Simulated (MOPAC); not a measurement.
A run for MOPAC: PM7 on TiB, 2S+1 = 6, a spin state set in the input, which need not be the lowest, a point of a bond scan (R = 2.088 Å).

```
PM7 1SCF PRECISE CHARGE=0 UHF MS=2.5 THREADS=1
BTi

Ti     0.00000000 1     0.00000000 1     0.00000000 1
B      0.00000000 1     0.00000000 1     2.08766000 1
```

Output:

```
*******************************************************************************
 **                                                                           **
 **                              MOPAC v23.2.5                                **
 **                                                                           **
 *******************************************************************************
 ** MOPAC's Digital Object Identifier: https://doi.org/10.5281/zenodo.6511958 **
 **                                                                           **
 ** Please cite the open-source release paper for use of this MOPAC version:  **
 ** J. E. Moussa and J. J. P. Stewart (2026)                                  **
 ** MOPAC: An open-source semiempirical molecular orbital program             **
 ** J. Open Source Softw., 11(119), 8025, https://doi.org/10.21105/joss.08025 **
 *******************************************************************************

                              PM7 CALCULATION RESULTS

 *******************************************************************************
 *  PM7        - The PM7 Hamiltonian to be used
 *  UHF        - UNRESTRICTED HARTREE-FOCK CALCULATION
 *
 *
 *
 *                 CHARGE ON SYSTEM = 0
 *
 *
 *
 *  MS=        - IN MECI, MAGNETIC COMPONENT OF SPIN =  2.5
 *  PRECISE    - TIGHTER CRITERIA TO BE USED
 *  1SCF       - DO 1 SCF AND THEN STOP
 *  THREADS=1  - MULTI-THREADING NOT USED
 *  T=         - A TIME OF 172800.0 SECONDS REQUESTED
 *  DUMP=N     - RESTART FILE WRITTEN EVERY 7200.0 SECONDS REQUESTED
 *******************************************************************************
PM7 1SCF PRECISE CHARGE=0 UHF MS=2.5 THREADS=1
 BTi

   ATOM   CHEMICAL          X               Y               Z
  NUMBER   SYMBOL      (ANGSTROMS)     (ANGSTROMS)     (ANGSTROMS)

     1      Ti          0.00000000  *   0.00000000  *   0.00000000  *
     2       B          0.00000000  *   0.00000000  *   2.08766000  *



          CARTESIAN COORDINATES

    NO.       ATOM           X           Y           Z

     1        Ti          0.0000      0.0000      0.0000
     2         B          0.0000      0.0000      2.0877

 General Reference for PM7:
 "Optimization of Parameters for Semiempirical Methods VI: More Modifications to the
 NDDO Approximations and Re-optimization of Parameters", J. J. P. Stewart, J. Mol. Mod., 1:32, 19 (2013)
 https://link.springer.com/article/10.1007/s00894-012-1667-x

           Empirical Formula: Ti B  =     2 atoms



      MOLECULAR POINT GROUP   :   C*v


          UHF CALCULATION, NO. OF ALPHA ELECTRONS =    6
                           NO. OF BETA  ELECTRONS =    1

 -------------------------------------------------------------------------------
 PM7 1SCF PRECISE CHARGE=0 UHF MS=2.5 THREADS=1
 BTi



     1SCF WAS SPECIFIED, SO BFGS WAS NOT USED
     SCF FIELD WAS ACHIEVED


                              PM7 CALCULATION
                                                       MOPAC v23.2.5 Linux




          FINAL HEAT OF FORMATION =         82.21670 KCAL/MOL =     343.99467 KJ/MOL


          COSMO AREA              =        102.26 SQUARE ANGSTROMS
          COSMO VOLUME            =         93.06 CUBIC ANGSTROMS

          IONIZATION POTENTIAL    =          8.592246 EV
          ALPHA SOMO LUMO (EV)    =         -8.592 -2.774
          BETA  SOMO LUMO (EV)    =        -15.254 -0.981
          NO. OF ALPHA ELECTRONS  =          6
          NO. OF BETA  ELECTRONS  =          1
          MOLECULAR WEIGHT        =         58.7100         POINT GROUP:  C*v

          MOLECULAR DIMENSIONS (Angstroms)

            Atom       Atom       Distance
            B     2   Ti     1     2.08766
            B     2   Ti     1     0.00000
           Ti     1    B     2     0.00000


          SCF CALCULATIONS        =          1





   ATOM   CHEMICAL          X               Y               Z
  NUMBER   SYMBOL      (ANGSTROMS)     (ANGSTROMS)     (ANGSTROMS)

     1      Ti          0.00000000  *   0.00000000  *   0.00000000  *
     2       B          0.00000000  *   0.00000000  *   2.08766000  *

                             CARTESIAN COORDINATES

   1   Ti        0.000000000     0.000000000     0.000000000
   2    B        0.000000000     0.000000000     2.087660000


           Empirical Formula: Ti B  =     2 atoms



      MOLECULAR POINT GROUP   :   C*v


          ALPHA EIGENVALUES
 -16.14141  -9.32477  -9.32477  -8.61210  -8.61210  -8.59225  -2.77430   0.77410
   0.77410   1.50360  13.32252  13.51970  13.51970


           BETA EIGENVALUES
 -15.25391  -0.98118  -0.81339  -0.81339  -0.53022  -0.48545  -0.48545   0.90771
   0.90771   2.13008  13.70120  13.98605  13.98605


              NET ATOMIC CHARGES AND DIPOLE CONTRIBUTIONS

  ATOM NO.   TYPE          CHARGE      No. of ELECS.   s-Pop       p-Pop       d-Pop
    1         Ti          -0.946867        4.9469     0.59989     0.02035     4.32663
    2          B           0.946867        2.0531     1.85349     0.19965
 DIPOLE           X         Y         Z       TOTAL
 POINT-CHG.     0.000     0.000     9.495     9.495
 HYBRID         0.000     0.000    -2.319     2.319
 SUM            0.000     0.000     7.176     7.176


          ATOMIC ORBITAL ELECTRON POPULATIONS

     Atom    s        px        py        pz      x^2-y^2     xz        z^2       yz        xy
    1 Ti   0.59989   0.00118   0.00118   0.01800   1.00000   0.98684   0.35295   0.98684   1.00000
    2  B   1.85349   0.01198   0.01198   0.17568


                    (SZ)    =    2.500000
                    (S**2)  =    8.765736


          ATOMIC ORBITAL SPIN POPULATIONS

    Atom   Total    s     px     py     pz   x^2-y^2  xz     z^2    yz     xy
         Atomic
    1 Ti  4.7770  0.507  0.001  0.001 -0.000  1.000  0.987  0.294  0.987  1.000
    2  B  0.2230  0.024  0.012  0.012  0.175

 **********************
 *                    *
 * JOB ENDED NORMALLY *
 *                    *
 **********************




 == MOPAC DONE ==
```

The run finished.

Cost: around 0.020 core-seconds (rough).
